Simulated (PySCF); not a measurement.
BiBrH₆Si₂. Atoms are numbered in the order given.

```xyz
10

Bi     0.4175    -0.6361     0.0000
Br    -2.0822     0.3256     0.0000
Si     1.1016     1.1611    -1.8932
H      0.6711     2.5228    -1.4735
H      2.5835     1.1392    -2.0892
H      0.4347     0.7816    -3.1708
Si     1.1016     1.1611     1.8932
H      0.6711     2.5228     1.4735
H      0.4347     0.7816     3.1708
H      2.5835     1.1392     2.0892
```
Charge 0, spin multiplicity 1.

Geometry optimised at B3LYP-D3(BJ)/def2-SVP. The def2 effective core potentials stand for the cores of Bi; spin–orbit coupling is left out.

Computed with IEF-PCM-M06-2X/def2-SVP run with PySCF.

The values are the electrostatic part of the solvation free energy, E(continuum) − E(gas) at the gas-phase geometry, in a cavity of scaled van der Waals radii (PySCF's table); cavitation and dispersion terms are not included. A continuum can't describe solvent molecules that bind to the metal. In vacuum the orbital gap is 6.73 eV. The dipole moment in vacuum is 3.55 D.

```json
[
 {"solvent": "water", "ε": "78.36", "ΔG(elec) (kcal/mol)": "-4.9", "dipole (D)": "5.44", "gap (eV)": "6.91"},
 {"solvent": "1-octanol", "ε": "9.86", "ΔG(elec) (kcal/mol)": "-4.1", "dipole (D)": "5.11", "gap (eV)": "6.88"},
 {"solvent": "acetone", "ε": "20.49", "ΔG(elec) (kcal/mol)": "-4.6", "dipole (D)": "5.30", "gap (eV)": "6.90"}
]
```
